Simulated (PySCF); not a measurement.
Ge(OH)4 (GeH4O4), SMILES [OH][Ge]([OH])([OH])[OH]. Atoms are numbered in the order given.

```xyz
9

O     -0.2458     1.4708    -0.9269
Ge     0.0000     0.0000     0.0000
O      0.2458    -1.4708    -0.9269
O     -1.4708    -0.2458     0.9269
O      1.4708     0.2458     0.9269
H     -1.1748     1.6008    -1.1491
H      1.1748    -1.6008    -1.1491
H     -1.6008    -1.1748     1.1491
H      1.6008     1.1748     1.1491
```

Geometry: PBE0-D3(BJ)/def2-SVP. The isomer is the one that the SMILES or the coordinates give; other isomers of the formula were not compared. The values are those of a single conformer.

All values below come from PBE/def2-TZVP (PySCF).

The molecule is in vacuum.

Task: Estimate the frontier levels, gap, dipole moment and polarisability. (Estimate from the structure and the level; the computed values follow.)

Result: 
```yaml
highest_occupied_level: -7.40 eV
lowest_empty_level: -1.26 eV
orbital_gap: 6.14 eV
dipole_moment: 0.00 D
quadrupole, principal values (traceless, Buckingham form, about the centre of nuclear charge): -2.61, 1.31, 1.31 D·Å
mean_static_polarisability: 41.9 bohr³ (6.21 Å³)
polarisability_principal_values: 39.4, 43.2, 43.2 bohr³
```
